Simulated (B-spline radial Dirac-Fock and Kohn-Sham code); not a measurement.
Relativistic shifts of the levels of Mn¹²⁺

System: the Mn¹²⁺ ion, configuration [Ne] 3s2 3p1.

Both columns are ΔSCF binding energies of the configuration average from a radial atomic solver: non-relativistic Hartree-Fock with a point nucleus, and Dirac-Fock with a finite nucleus and the Coulomb interaction alone, averaged over the two j levels with weights 2j+1.

| shell | Hartree-Fock (eV) | Dirac-Fock (eV) | shift (eV) | shift (%) |
| --- | --- | --- | --- | --- |
| 1s | 6869.7 | 6925.7 | +56.04 | +0.82 |
| 2s | 1121.2 | 1133.2 | +12.03 | +1.07 |
| 2p | 1004.0 | 1006.3 | +2.32 | +0.23 |
| 3s | 368.6 | 371.3 | +2.71 | +0.74 |
| 3p | 340.4 | 341.2 | +0.77 | +0.23 |

Relativity binds 1s, 2s, 2p, 3s, 3p more strongly, among those listed most of all 2s in relative terms.

Values without a named source are computed, but for edge energies of neutral atoms, which are taken from tables.
